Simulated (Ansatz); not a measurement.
Consider the cleavage of the Si–Sn bond: `[OH][SnH2][SiH2]Cl` + `[SH][GeH3]` → `Cl[SiH2][S][GeH3]` + `[OH][SnH3]`.

Calculated with Ansatz (gas phase, PBE0-D4/def2-TZVP geometries, no zero-point term in ΔE). CCSD(T)/CBS adds triple-zeta CCSD(T) − MP2 to the extrapolated MP2 energy (def2 sets, frozen cores). DFT in def2-TZVPP. def2 core potentials past Kr. For Ge, Sn outer-core shells are correlated without core-valence functions, which leaves a few kJ/mol of doubt a bond. Scalar relativity is left out up to krypton. Each species was taken in one conformer, which may not be the lowest.

`[OH][SnH2][SiH2]Cl`:

Cartesian coordinates in Å:
```
O -1.618 -1.034 -1.250
Sn -0.874 0.591 -0.412
Si 1.333 -0.039 0.757
Cl 2.759 -0.501 -0.655
H -1.888 -1.698 -0.612
H -2.037 1.190 0.698
H -0.674 1.640 -1.736
H 1.146 -1.229 1.626
H 1.852 1.081 1.584
```

`[SH][GeH3]`:

```xyz
6

S     1.546   -0.108   -0.751
Ge   -0.476    0.272    0.094
H     1.694   -1.297   -0.145
H    -0.416    0.313    1.629
H    -1.461   -0.817   -0.359
H    -0.886    1.638   -0.468
```

`Cl[SiH2][S][GeH3]`:

Z-matrix (Å, degrees):
```
Si
S 1 2.119
Cl 1 2.048 2 108.1
H 1 1.483 2 110.9 3 -118.8
H 1 1.481 2 111.6 3 118.4
Ge 2 2.233 1 95.3 3 166.7
H 6 1.534 2 109.6 1 -86.7
H 6 1.538 2 108.7 1 33.7
H 6 1.531 2 106.1 1 153.0
```

`[OH][SnH3]`:

```xyz
6

O     0.227    1.484    0.039
Sn    0.021   -0.464   -0.171
H    -0.177    1.823    0.841
H    -1.648   -0.830   -0.222
H     0.772   -1.235    1.156
H     0.806   -0.778   -1.644
```

```
         level  ΔE (eV)
     r2SCAN-D4    -0.47
MP2/def2-QZVPP    -0.54
```

(1) What does CCSD(T)/CBS give? (An estimate is asked.)

Largest T1 diagnostic among the species: 0.014.

## Answers

(1) Ansatz gave: -0.47 eV. The listed levels differ from it by 0.00, -0.07 eV.

From PBE to PBE0 (25 % exact exchange), in def2-TZVPP and without D4, ΔE moves by −0.05 eV. The D4 term adds −0.05 eV with B3LYP and −0.02 eV with PBE0; it sums over pairs of atoms, weighted by their polarisabilities, and B3LYP, whose exchange is more repulsive, gets the larger term.

B3LYP here is the variant with VWN-RPA as its local correlation; programs differ in this.
